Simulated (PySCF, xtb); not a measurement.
Se(I)(OH) (HIOSe), SMILES [Se](O)I. The values are those of a single conformer.

Harmonic wavenumbers (cm⁻¹) from GFN2-xTB (xtb) at its own minimum, in rising order: 179, 267, 352, 573, 988, 3510.

Problem. What does PBE0-D3(BJ)/def2-TZVP (PySCF 2.14.0) give at its own minimum? (The exact figures need the calculation; the answer reports its results.)

Solution. 172, 258, 445, 688, 1120, 3825. Paired by order, the mean absolute difference is 111 cm⁻¹ and the zero-point energies are 8.4 and 9.3 kcal/mol.
